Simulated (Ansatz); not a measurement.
Input and output for CBCl₂N, SMILES `N#CB(Cl)Cl`.

```yaml
crystal:
  periodic: [false, false, false]
  atoms:
    - {symbol: N, position_ang: [1.424464, -1.024590, 1.299042]}
    - {symbol: C, position_ang: [0.675107, -0.489614, 0.607511]}
    - {symbol: B, position_ang: [-0.320211, 0.221000, -0.313158]}
    - {symbol: Cl, position_ang: [-1.680417, -0.657815, -0.913950]}
    - {symbol: Cl, position_ang: [-0.049143, 1.877420, -0.720845]}
basis:
  gaussian: {orbitals: aug-cc-pVTZ}
hamiltonian: {xc: {name: rPW86-PBE}, dispersion: rvv10}
accuracy: high
output: {forces: true}
```

```sh
$ ansatz run in.yaml --threads 2 --pin off --events-out ev --progress --plain --max-ram 22528MiB --backend cpu
```

It prints (some lines left out):

```
Functional definition: rPW86-PBE+rVV10
3419 factors; integrals over basis functions are off by at most 3.4e-9 eV
mean field evaluation 1: about -28266.4555 eV, gradient 5.8e1 eV
mean field evaluation 2: about -28233.8030 eV, gradient 1.2e2 eV
mean field evaluation 4: about -28273.4002 eV, gradient 2.6e1 eV
mean field evaluation 8: about -28274.7134 eV, gradient 5.7e-1 eV
mean field evaluation 16: about -28274.7130 eV, gradient 2.1e-5 eV
mean field -28274.71298510 eV, -1039.0765369137 hartree, gradient 4.5e-8 eV, S^2 0.000000; 0 other end points of the search recorded, 0 dependent functions left out
reference -28274.71300043 eV, -1039.0765374769 hartree; 26, 26 occupied and 212, 212 virtual orbitals, 3419 factors
Total energy: -28274.71300043 eV, -1039.0765374769 hartree
Atom 0 at     1.424464    -1.024590     1.299042 Å, force     0.925023    -0.660405     0.855167 eV/Å
Atom 1 at     0.675107    -0.489614     0.607511 Å, force    -0.906844     0.647534    -0.838865 eV/Å
Atom 2 at    -0.320211     0.221000    -0.313158 Å, force     0.288817    -0.206253     0.266714 eV/Å
Atom 3 at    -1.680417    -0.657815    -0.913950 Å, force    -0.384437    -0.249275    -0.168873 eV/Å
Atom 4 at    -0.049143     1.877420    -0.720845 Å, force     0.077442     0.468398    -0.114142 eV/Å
Dipole moment:    -0.338758     0.241852    -0.312839 e Å
```

Run time 38 s (2 threads of an AMD EPYC 7R13 on a shared host); peak host memory 1.5 GiB.
